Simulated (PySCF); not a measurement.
C$_{2}$H$_{2}$Cl, doublet, at a GFN2-xTB geometry; DF-M062X/aug-cc-pVTZ (PySCF).

The PySCF input:
```python
from pyscf import gto, scf, dft
import numpy

mol = gto.M(
    atom='''
C    -0.158121    0.849492    0.000224
C     0.972593    1.428190    0.015354
Cl   -0.339905   -0.957409   -0.006518
H    -1.134124    1.300848   -0.010446
H     2.025674    1.309009    0.027792
''',
    basis='aug-cc-pvtz',
    charge=0,
    spin=1,
    verbose=4,
)
print('smallest overlap eigenvalue', numpy.linalg.eigvalsh(mol.intor('int1e_ovlp'))[0])

mf = dft.UKS(mol)
mf.xc = 'm062x'
mf = mf.density_fit(auxbasis='def2-universal-jkfit')
mf = scf.addons.remove_linear_dep_(mf, threshold=1e-4, lindep=1e-4)
mf.kernel()
mf.analyze()
```

What the program printed (banner, timings and long lists left out):

```
PySCF version 2.14.0

[INPUT] verbose = 4
[INPUT] num. atoms = 5
[INPUT] num. electrons = 31
[INPUT] charge = 0
[INPUT] spin (= nelec alpha-beta = 2S) = 1
[INPUT] symmetry False subgroup None
[INPUT] Mole.unit = angstrom
[INPUT] Symbol           X                Y                Z      unit          X                Y                Z       unit  Magmom
[...]
nuclear repulsion = 80.0881898922906
number of shells = 57
number of NR pGTOs = 241
number of NR cGTOs = 188
basis = aug-cc-pvtz
ecp = {}
input.py:22: DeprecationWarning: remove_linear_dep_ is deprecated and will be removed in a future release. Linear dependency handling is now built into the SCF procedure by default. Linear dependency removal can be controlled using the following settings:
  pyscf.scf.hf.remove_overlap_zero_eigenvalue = True
  pyscf.scf.hf.overlap_zero_eigenvalue_threshold = 1e-6

  mf = scf.addons.remove_linear_dep_(mf, threshold=1e-4, lindep=1e-4)
smallest overlap eigenvalue 2.3864850402186198e-05
Applying remove_linear_dep_ on SCF object.
Using canonical orthogonalization with threshold 0.0001

******** <class 'pyscf.df.df_jk.DFUKS'> ********
method = DFUKS
initial guess = minao
damping factor = 0
level_shift factor = 0
DIIS = <class 'pyscf.scf.diis.CDIIS'>
diis_start_cycle = 1
diis_space = 8
diis_damp = 0
SCF conv_tol = 1e-09
SCF conv_tol_grad = None
SCF max_cycles = 50
direct_scf = False
number electrons alpha = 16  beta = 15
XC library pyscf.dft.libxc version 7.1.2
    S. Lehtola, C. Steigemann, M. J. T. Oliveira, and M. A. L. Marques,  SoftwareX 7, 1–5 (2018)
XC functionals = m062x
    Y. Zhao and D. G. Truhlar,  Theor. Chem. Acc. 120, 215 (2008)
    Y. Zhao and D. G. Truhlar,  Theor. Chem. Acc. 120, 215 (2008)
radial grids:
    Treutler-Ahlrichs [JCP 102, 346 (1995); DOI:10.1063/1.469408] (M4) radial grids

becke partition: Becke, JCP 88, 2547 (1988); DOI:10.1063/1.454033
pruning grids: <function nwchem_prune>
grids dens level: 3
symmetrized grids: False
atomic radii adjust function: <function treutler_atomic_radii_adjust>
small_rho_cutoff = 0
Set gradient conv threshold to 3.16228e-05
tot grids = 66736
******** <class 'pyscf.df.df.DF'> ********
auxbasis = def2-universal-jkfit
init E= -537.78504262066

cycle= 1 E= -537.471261123884  delta_E= 0.314  |g|= 0.177  |ddm|= 1.56
cycle= 2 E= -537.48557300733  delta_E= -0.0143  |g|= 0.14  |ddm|= 0.27
cycle= 3 E= -537.496051649444  delta_E= -0.0105  |g|= 0.0372  |ddm|= 0.102
cycle= 4 E= -537.497225274156  delta_E= -0.00117  |g|= 0.0147  |ddm|= 0.039
cycle= 5 E= -537.497516807655  delta_E= -0.000292  |g|= 0.00861  |ddm|= 0.0233
cycle= 6 E= -537.497615119937  delta_E= -9.83e-05  |g|= 0.0044  |ddm|= 0.0119
cycle= 7 E= -537.497646320595  delta_E= -3.12e-05  |g|= 0.00162  |ddm|= 0.00749
cycle= 8 E= -537.497654752473  delta_E= -8.43e-06  |g|= 0.000704  |ddm|= 0.00383
cycle= 9 E= -537.497656538458  delta_E= -1.79e-06  |g|= 0.000328  |ddm|= 0.00204
cycle= 10 E= -537.49765670109  delta_E= -1.63e-07  |g|= 0.000179  |ddm|= 0.000445
cycle= 11 E= -537.497656763009  delta_E= -6.19e-08  |g|= 0.000112  |ddm|= 0.000382
cycle= 12 E= -537.497656762772  delta_E= 2.38e-10  |g|= 0.000104  |ddm|= 3.07e-05
cycle= 13 E= -537.497656759036  delta_E= 3.74e-09  |g|= 9.58e-05  |ddm|= 0.000111
cycle= 14 E= -537.497656755419  delta_E= 3.62e-09  |g|= 0.000107  |ddm|= 3.9e-05
cycle= 15 E= -537.497656757054  delta_E= -1.63e-09  |g|= 0.000137  |ddm|= 7.37e-05
cycle= 16 E= -537.497656772229  delta_E= -1.52e-08  |g|= 7.03e-05  |ddm|= 0.000177
cycle= 17 E= -537.497656773262  delta_E= -1.03e-09  |g|= 7.07e-05  |ddm|= 2.78e-05
cycle= 18 E= -537.497656753012  delta_E= 2.02e-08  |g|= 0.000115  |ddm|= 0.000226
cycle= 19 E= -537.497656753557  delta_E= -5.45e-10  |g|= 0.000115  |ddm|= 1.25e-05
cycle= 20 E= -537.497656749735  delta_E= 3.82e-09  |g|= 0.000127  |ddm|= 4.43e-05
cycle= 21 E= -537.49765674897  delta_E= 7.65e-10  |g|= 0.000117  |ddm|= 6.97e-05
cycle= 22 E= -537.497656756243  delta_E= -7.27e-09  |g|= 0.000104  |ddm|= 0.00019
[...]
SCF not converged.
Total Energy =                        -537.497656765837974
[...]
spin_pop of  2 Cl 2px       0.00000
spin_pop of  2 Cl 2py       0.00000
spin_pop of  2 Cl 2pz      -0.00000
spin_pop of  2 Cl 3px       0.01355
spin_pop of  2 Cl 3py       0.13346
spin_pop of  2 Cl 3pz      -0.00689
spin_pop of  2 Cl 4px      -0.00008
spin_pop of  2 Cl 4py       0.00016
spin_pop of  2 Cl 4pz      -0.00003
spin_pop of  2 Cl 5px      -0.00000
spin_pop of  2 Cl 5py       0.00002
spin_pop of  2 Cl 5pz      -0.00001
spin_pop of  2 Cl 6px       0.00001
spin_pop of  2 Cl 6py       0.00011
spin_pop of  2 Cl 6pz      -0.00002
spin_pop of  2 Cl 3dxy     -0.00009
spin_pop of  2 Cl 3dyz     -0.00021
spin_pop of  2 Cl 3dz^2    -0.00016
spin_pop of  2 Cl 3dxz     -0.00001
spin_pop of  2 Cl 3dx2-y2   -0.00004
spin_pop of  2 Cl 4dxy     -0.00003
spin_pop of  2 Cl 4dyz      0.00000
spin_pop of  2 Cl 4dz^2     0.00003
spin_pop of  2 Cl 4dxz     -0.00000
spin_pop of  2 Cl 4dx2-y2    0.00001
spin_pop of  2 Cl 5dxy     -0.00001
spin_pop of  2 Cl 5dyz     -0.00004
spin_pop of  2 Cl 5dz^2     0.00001
spin_pop of  2 Cl 5dxz     -0.00000
spin_pop of  2 Cl 5dx2-y2    0.00002
spin_pop of  2 Cl 4f-3      0.00009
spin_pop of  2 Cl 4f-2      0.00000
spin_pop of  2 Cl 4f-1      0.00002
spin_pop of  2 Cl 4f+0      0.00000
spin_pop of  2 Cl 4f+1      0.00000
spin_pop of  2 Cl 4f+2      0.00001
spin_pop of  2 Cl 4f+3      0.00002
spin_pop of  2 Cl 5f-3     -0.00001
spin_pop of  2 Cl 5f-2      0.00000
spin_pop of  2 Cl 5f-1      0.00002
spin_pop of  2 Cl 5f+0     -0.00000
spin_pop of  2 Cl 5f+1     -0.00000
spin_pop of  2 Cl 5f+2     -0.00000
spin_pop of  2 Cl 5f+3     -0.00000
spin_pop of  3 H 1s        0.03226
spin_pop of  3 H 2s        0.00025
spin_pop of  3 H 3s        0.00013
spin_pop of  3 H 4s       -0.00001
spin_pop of  3 H 2px       0.00001
spin_pop of  3 H 2py       0.00022
spin_pop of  3 H 2pz      -0.00008
spin_pop of  3 H 3px       0.00031
spin_pop of  3 H 3py       0.00007
spin_pop of  3 H 3pz      -0.00001
spin_pop of  3 H 4px       0.00000
spin_pop of  3 H 4py       0.00003
spin_pop of  3 H 4pz      -0.00001
spin_pop of  3 H 3dxy      0.00003
spin_pop of  3 H 3dyz     -0.00000
spin_pop of  3 H 3dz^2     0.00002
spin_pop of  3 H 3dxz     -0.00000
spin_pop of  3 H 3dx2-y2    0.00000
spin_pop of  3 H 4dxy     -0.00000
spin_pop of  3 H 4dyz      0.00000
spin_pop of  3 H 4dz^2     0.00002
spin_pop of  3 H 4dxz     -0.00000
spin_pop of  3 H 4dx2-y2   -0.00000
spin_pop of  4 H 1s       -0.01767
spin_pop of  4 H 2s        0.00044
spin_pop of  4 H 3s        0.00015
spin_pop of  4 H 4s        0.00002
spin_pop of  4 H 2px      -0.00003
spin_pop of  4 H 2py       0.00052
spin_pop of  4 H 2pz       0.00000
spin_pop of  4 H 3px       0.00015
spin_pop of  4 H 3py       0.00035
spin_pop of  4 H 3pz      -0.00003
spin_pop of  4 H 4px       0.00003
spin_pop of  4 H 4py       0.00012
spin_pop of  4 H 4pz      -0.00003
spin_pop of  4 H 3dxy      0.00005
spin_pop of  4 H 3dyz     -0.00001
spin_pop of  4 H 3dz^2     0.00003
spin_pop of  4 H 3dxz     -0.00001
spin_pop of  4 H 3dx2-y2    0.00003
spin_pop of  4 H 4dxy      0.00000
spin_pop of  4 H 4dyz     -0.00000
spin_pop of  4 H 4dz^2     0.00001
spin_pop of  4 H 4dxz     -0.00000
spin_pop of  4 H 4dx2-y2    0.00003
 ** Mulliken Spin Density (per atom)  **
spin density of  0 C =     -0.15383
spin density of  1 C =      0.99275
spin density of  2 Cl =      0.14368
spin density of  3 H =      0.03325
spin density of  4 H =     -0.01584
 ** Mulliken pop alpha/beta on meta-lowdin orthogonal AOs **
 ** Mulliken pop       alpha | beta **
In total            16.00000 | 15.00000
 ** Mulliken atomic charges   ( Nelec_alpha | Nelec_beta ) **
charge of  0C =     -0.10022  (     2.97319      3.12703 )
charge of  1C =     -0.11706  (     3.55491      2.56215 )
charge of  2Cl =     -0.10500  (     8.62434      8.48066 )
charge of  3H =      0.15687  (     0.43819      0.40494 )
charge of  4H =      0.16541  (     0.40937      0.42522 )
Dipole moment(X, Y, Z, Debye):  0.52543,  1.30963,  0.00963
```

Convergence was not reached.
